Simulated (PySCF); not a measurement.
C₆ coefficients of unlike pairs at HSE06

Calculated with PySCF 2.14 from the dipole response of each species, C₆(A,B) = (3/π) ∫ α_A(iu) α_B(iu) du, in atomic units, from isotropic polarisabilities. For ions this is the dispersion term alone; charge-induced terms of lower order in 1/R come first.

```json
{"species": "Ar³⁺", "configuration": "[Ne] 3s2 3p3 (4S)", "basis": "dyall-av3z (19s12p3d2f)", "relativity": "none", "α (bohr³)": "3.570", "C₆ (like pair)": "9.719"}
{"species": "Te²⁺", "configuration": "[Kr] 4d10 5s2 5p2 (3P)", "basis": "x2c-TZVPPall with one added diffuse shell each of s, p, d, f type (9s7p5d3f)", "relativity": "spin-free X2C", "α (bohr³)": "14.99", "C₆ (like pair)": "100.7"}
{"species": "Cu", "configuration": "[Ar] 3d10 4s1 (2S)", "basis": "aug-cc-pVTZ-PP with ECP10MDF (6s6p5d3f2g)", "relativity": "core potential", "α (bohr³)": "43.58", "C₆ (like pair)": "262.8"}
```

Problem. Estimate C₆ for Cu with Ar³⁺.

Solution. The integral gives 40.21. The combination rule 2 C_A C_B / (C_A α_B/α_A + C_B α_A/α_B) gives 36.45 and the geometric mean 50.54.

No spin-orbit coupling is included.

The other pairs:

| pair | C₆ |
| --- | --- |
| Cu, Te²⁺ | 145.1 |
| Te²⁺, Ar³⁺ | 30.52 |
